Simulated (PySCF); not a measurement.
Species: butanoyl bromide, C4H7BrO.
Numbering: `[CH3:1][CH2:2][CH2:3][C:4](=[O:5])[Br:6]` (hydrogens: H7, H8, H9 on C1; H10, H11 on C2; H12, H13 on C3)

Method: PBE0-D3(BJ)/def2-SVP geometry optimisation, gas phase in PySCF 2.14.0; density fitting, grid level 1; the optimiser is geomeTRIC in internal coordinates, started from a GFN2-xTB structure with every atom displaced at random (about 0.01 Å).

Step 0: E = -76327.6905 eV
```
atom  x, y, z in Å  |  force x, y, z in eV/Å
C1     -1.4954    0.2988    0.4282   -0.355   1.144  -0.192
C2     -0.5818   -0.7780   -0.0614    0.707   0.412   0.422
C3      0.6810   -0.2051   -0.6866    0.239  -0.215   1.227
C4      1.6338    0.4028    0.3337   -0.441  -0.056  -1.021
O5      1.5370    0.4162    1.5019   -0.055  -0.108   0.727
Br6     3.1570    1.2786   -0.5436    0.168   0.039  -0.083
H7     -2.4117   -0.1137    0.8379   -0.479  -0.181   0.192
H8     -1.7805    0.9852   -0.4032    0.035  -0.238   0.306
H9     -1.0434    0.9263    1.2184    0.035  -0.186  -0.126
H10    -1.0834   -1.3838   -0.8022   -0.304  -0.471  -0.474
H11    -0.3206   -1.4247    0.7868    0.145  -0.223  -0.042
H12     0.4705    0.5562   -1.4230   -0.165   0.532  -0.537
H13     1.2435   -0.9757   -1.1971    0.470  -0.448  -0.398
```

Task: Estimate the geometry and energy of step 1. (The exact step hangs on the optimiser's Hessian estimate; all steps are aligned on step 0, rigid shifts and turns removed.)

Result: E = -76327.7576 eV, largest force 0.241 eV/Å
```
atom  x, y, z in Å  |  force x, y, z in eV/Å
C1     -1.5291    0.3171    0.4410    0.004  -0.077   0.000
C2     -0.5750   -0.7581   -0.0581   -0.115  -0.104  -0.023
C3      0.6985   -0.2069   -0.6787    0.013   0.094  -0.222
C4      1.6258    0.4182    0.3204    0.105   0.008   0.120
O5      1.5241    0.4429    1.4967   -0.002   0.010  -0.146
Br6     3.2034    1.2400   -0.5549   -0.073  -0.030   0.028
H7     -2.4506   -0.1272    0.8474    0.026   0.002  -0.018
H8     -1.8184    1.0040   -0.3694   -0.009   0.012  -0.016
H9     -1.0668    0.9083    1.2425    0.011   0.061   0.043
H10    -1.0783   -1.3874   -0.8142    0.059   0.068   0.048
H11    -0.3021   -1.4315    0.7703   -0.013  -0.009   0.004
H12     0.4870    0.5522   -1.4577    0.046  -0.103   0.113
H13     1.2872   -0.9884   -1.1957   -0.052   0.066   0.069
```

The energy changes by -0.0671 eV. The first-order estimate −F·Δx gives -0.1534 eV and the mean of the old and new forces, exact on a quadratic surface, -0.0677 eV. The step makes an angle of 66° with the force vector and moves no atom by more than 0.061 Å.

What follows is the cost of the whole optimisation. Hardware: an Intel Xeon 6975P-C with one thread, shared host with 64 logical CPUs at a one-minute load of 17. Cost: 23 s of wall time, 0.54 GiB resident at most.
